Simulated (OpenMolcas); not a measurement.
C³⁺: effect of the active space

```
Program             : OpenMolcas 26.06
Method              : CASSCF or its RAS form
Basis               : ANO-L-VQZP
Scalar Hamiltonian  : non-relativistic, point nucleus
Spin-orbit coupling : state interaction with AMFI integrals over the reference wave functions, term energies averaged over their components
```

A. 1 electron in 4 orbitals (2s 2p); 2S+1 = 2 even, 1 root; 2S+1 = 2 odd, 3 roots; cost of the order of 5 core-seconds
B. 1 electron in 9 orbitals (RAS2 2s 2p; RAS3 3d, at most 1 electron); 2S+1 = 2 even, 1 root; 2S+1 = 2 odd, 3 roots; cost about 7 core-seconds

Energies in cm-1 above 2s 2S 1/2, the measured ground level; measured values from Moore, Selected Tables of Atomic Spectra, NSRDS-NBS 3, section 3.

```tsv
Level	A	B	Measured
2s 2S 1/2	0.0	0.0	0.0
2p 2P* 1/2	64957	64957	64484
2p 2P* 3/2	65056	65056	64592
```

Deviations, from unrounded energies. A percentage is the sum of absolute deviations over the sum of measured energies, with the sign that they share, or ± where signs differ.

```
           Against measurement  Levels     A     B
mean absolute deviation (cm-1)       2   470   470
      other configurations (%)       2  +0.7  +0.7
```

A, B lie about equally close to measurement. The largest miss of B in the table is 2p 2P* 1/2, by +470 cm-1. The ranking rests on the paired levels alone, and a cruder setting can come out closer through cancelling errors.

Between A and B no level of the table moves by more than 5 cm-1.

With one active electron the reference holds no correlation, so core polarisation is missing. With one active electron outside closed inactive shells, the extra shells (3d) add no correlation to the reference (holds for B). Measured partners are found by configuration, term and J. A level has none where our copy of the source lacks it or the pairing is in doubt (some pairs that miss far off the trend of their configuration count as doubtful), and it then counts in no deviation. Only configurations of the active space appear.

* marks odd parity.
